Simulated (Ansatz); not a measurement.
SiHBr3, relaxed as a singlet with RKS r2SCAN-D4/def2-SVP in Ansatz, starting from the GFN2-xTB geometry. Force threshold 0.02 eV/Å.

Start:

```csv
atom,x (Å),y (Å),z (Å)
Si1,-0.0642,-0.0154,-0.1493
H2,-0.6292,-0.1644,-1.4660
Br3,1.2580,-1.7231,0.2974
Br4,-1.6758,0.0556,1.3554
Br5,1.1111,1.8473,-0.0375
```

(1) Estimate the energy that the relaxation releases and the steps that it takes.

(2) Does the start keep its bonding and symmetry?

(3) Predict the relaxed structure.

## Answers

(1) 0.02 eV, in 3 steps; 7.5 s on 4 threads of Intel Xeon on a shared host. No frequencies were taken in this run, so the end may be a saddle point.

(2) By distances, no bond broke or formed. The bond that changes most is Si1–H2, from 1.44 to 1.48 Å (atoms count from 1). Point group C3v at the start, C3v at the end, both within 0.05 Å.

(3) 
```csv
atom,x (Å),y (Å),z (Å)
Si1,-0.0534,-0.0135,-0.1246
H2,-0.6326,-0.1655,-1.4763
Br3,1.2655,-1.7419,0.2899
Br4,-1.6950,0.0565,1.3584
Br5,1.1155,1.8645,-0.0474
```
Bond lengths: 3 × Br–Si 2.21 Å; 1 × H–Si 1.48 Å.
